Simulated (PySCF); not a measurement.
Species: CH6Al2Cl2O.
Geometry (PBE0-D3(BJ)/def2-SVP, Å), atoms numbered from 1 in this order:
```xyz
12
CH6Al2Cl2O angstrom
C     -2.0507   -0.9804    0.1316
O     -1.7220    0.3679    0.1458
Al    -0.3750    1.3815    0.1538
Cl     1.1031    0.6471    1.7802
Al     2.5667   -0.1022    0.1565
Cl     1.1206    0.6791   -1.4706
H     -1.2633   -1.6154    0.5802
H     -2.9790   -1.1529    0.7025
H     -2.2220   -1.3400   -0.8990
H     -0.4914    2.9418    0.1622
H      2.5176   -1.6786    0.1405
H      3.8404    0.8267    0.1737
```

Method used: PySCF, PBE0-D3(BJ)/def2-SVP geometry optimisation, gas phase.

Which atoms are bound to Al3, and at what distances?

4 atoms: H10 1.565 Å, O2 1.686 Å, Cl6 2.317 Å, Cl4 2.317 Å. The nearest atom not counted as bound is C1, at 2.90 Å.

List the angles at Al3.

```tsv
angle	degrees	distance of the outer atoms (Å)
O2–Al3–H10	122.7	2.85
Cl4–Al3–H10	111.1	3.23
Cl6–Al3–H10	110.7	3.22
O2–Al3–Cl6	109.3	3.28
O2–Al3–Cl4	108.8	3.28
Cl4–Al3–Cl6	89.1	3.25
```

Describe the arrangement about Al3 in numbers.

Angles from 89.1° to 122.7°; τ4 = (360° − α − β)/141° = 0.90 with α and β the two widest (0 for a square, 1 for a tetrahedron).

Which atoms are bound to Al5, and at what distances?

4 atoms: H12 1.577 Å, H11 1.577 Å, Cl4 2.311 Å, Cl6 2.313 Å. The nearest atom not counted as bound is Al3, at 3.29 Å.

List the angles at Al5.

| angle | degrees | distance of the outer atoms (Å) |
| --- | --- | --- |
| H11–Al5–H12 | 127.9 | 2.83 |
| Cl6–Al5–H12 | 108.3 | 3.18 |
| Cl4–Al5–H12 | 108.2 | 3.18 |
| Cl4–Al5–H11 | 108.2 | 3.18 |
| Cl6–Al5–H11 | 108.1 | 3.18 |
| Cl4–Al5–Cl6 | 89.4 | 3.25 |

Describe the arrangement about Al5 in numbers.

Angles from 89.4° to 127.9°; τ4 = (360° − α − β)/141° = 0.88 with α and β the two widest (0 for a square, 1 for a tetrahedron).

What are the other bond lengths?

C1–O2 1.388 Å; C1–H7, C1–H8, C1–H9 1.105 Å.

Give some angles away from the centre.

C1–O2–Al3 140.7°, Al3–Cl4–Al5 90.8°.

What are the rotational constants (commonest isotopes, rigid rotor)?

A = 1897, B = 1152, C = 927.3 MHz: an asymmetric top.

Charge 0, singlet. No frequency check.

One conformer stands for the species.
